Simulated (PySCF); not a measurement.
Identify the unknown among the candidates.

All candidates are C5H5N3.

* UV, first state: lowest singlet excitation: 3.18 eV (390 nm, f = 0.000) [TDDFT PBE0/def2-SVPD]
* UV, strongest line: among the 8 lowest singlet transitions: S6 at 5.34 eV (232 nm, f = 0.334) [TDDFT PBE0/def2-SVPD]
* NMR, other nuclei: isotropic shieldings of nuclei other than C and H, by class: -269 (1 N), -166 (1 N), -158 (1 N) ppm [GIAO PBE0/pcSseg-1]
* Rotational structure: rotational constants A, B, C: 5.686, 1.695, 1.305 GHz [GFN2-xTB]
* 13C NMR: chemical shifts (computed TMS as zero) by class: 157.3 (1 C), 154.4 (1 C), 139.6 (1 C), 137.2 (1 C), 121.0 (1 C) ppm [GIAO PBE0/pcSseg-1]
* Dipole: 4.97 D [PBE0/def2-SVPD]
* 1H NMR: chemical shifts (computed TMS as zero) by class: 9.16 (1 H), 8.36 (1 H), 6.89 (1 H), 6.84 (1 H), 6.41 (1 H) ppm [GIAO PBE0/pcSseg-1]

Gas-phase values; electronic properties from PySCF, density fitting. Levels stand in brackets. Isolated species at its GFN2-xTB geometry (one conformer only). NMR values are class means; diastereotopic atoms form classes of their own.

Question: Which candidate is it?
A. `C=Cc1ccnnn1`
B. `C#Cc1cnn(C)n1`
C. `C#Cc1nncn1C`
D. `C#CCn1ccnn1`

Answer: A. It is `C=Cc1ccnnn1`. Numbering: `[CH2:1]=[CH:2][c:3]1[cH:4][cH:5][n:6][n:7][n:8]1`. Its formula, C5H5N3, gives 5 degrees of unsaturation: 1 ring and 4 π bonds in the structure found (Kekulé form). 5 carbons fall into 5 classes; from least to most shielded: substituted aromatic carbon [C3] (157.3 ppm), aromatic CH next to a ring nitrogen [C5] (154.4 ppm), alkene CH carbon [C2] (139.6 ppm), terminal =CH2 carbon [C1] (137.2 ppm), aromatic CH carbon [C4] (121.0 ppm). Hydrogen classes from least to most shielded: 1 H on an aromatic CH next to a ring nitrogen, C5 (9.16 ppm), 1 H on a terminal =CH2 carbon, C1 (8.36 ppm), 1 H on an aromatic CH carbon, C4 (6.89 ppm), 1 H on an alkene CH carbon, C2 (6.84 ppm), 1 H on a terminal =CH2 carbon, C1 (6.41 ppm). The other shieldings belong to: -269 ppm, pyridine-type nitrogen [N7]; -166 ppm, pyridine-type nitrogen [N6]; -158 ppm, pyridine-type nitrogen [N8]. S1 is mainly HOMO→LUMO (weight 0.98); the largest Löwdin shares of the orbital it empties are 0.46 on a pyridine-type nitrogen, 0.20 on a pyridine-type nitrogen, 0.19 on a pyridine-type nitrogen and 0.05 on the substituted aromatic carbon, of the orbital it fills 0.19 on the terminal =CH2 carbon, 0.17 on the substituted aromatic carbon, 0.14 on a pyridine-type nitrogen and 0.11 on the alkene CH carbon. The optimised geometry has point group Cs and is an asymmetric top.

The others, at the same levels:
- `C#Cc1nncn1C` fails: its computed 13C shifts are 145.9 (1 C), 143.4 (1 C), 95.1 (1 C), 76.2 (1 C), 30.5 (1 C) ppm, 1H shifts are 7.94 (1 H), 3.86 (3 H), 3.22 (1 H) ppm and rotational constant A is 3.815 GHz (against 5.686 GHz).
- `C#Cc1cnn(C)n1` fails: its computed 13C shifts are 143.9 (1 C), 136.2 (1 C), 91.2 (1 C), 79.1 (1 C), 41.8 (1 C) ppm, 1H shifts are 7.69 (1 H), 4.28 (3 H), 2.90 (1 H) ppm and lowest singlet excitation is 5.66 eV (219 nm, f = 0.303) (against 3.18 eV).
- `C#CCn1ccnn1` fails: its computed 13C shifts are 139.3 (1 C), 129.3 (1 C), 83.1 (1 C), 82.2 (1 C), 40.5 (1 C) ppm, 1H shifts are 7.91 (1 H), 7.89 (1 H), 5.30 (2 H), 1.95 (1 H) ppm and lowest singlet excitation is 5.67 eV (219 nm, f = 0.004) (against 3.18 eV).

Each candidate is one conformer, not necessarily the lowest. The conformers computed, where there is a choice (atom-mapped SMILES and torsion angles):
- `[CH2:1]=[CH:2][c:3]1[cH:4][cH:5][n:6][n:7][n:8]1`: C1–C2–C3–C4 180°
- `[CH:1]#[C:2][CH2:3][n:4]1[cH:5][cH:6][n:7][n:8]1`: C2–C3–N4–C5 -53°
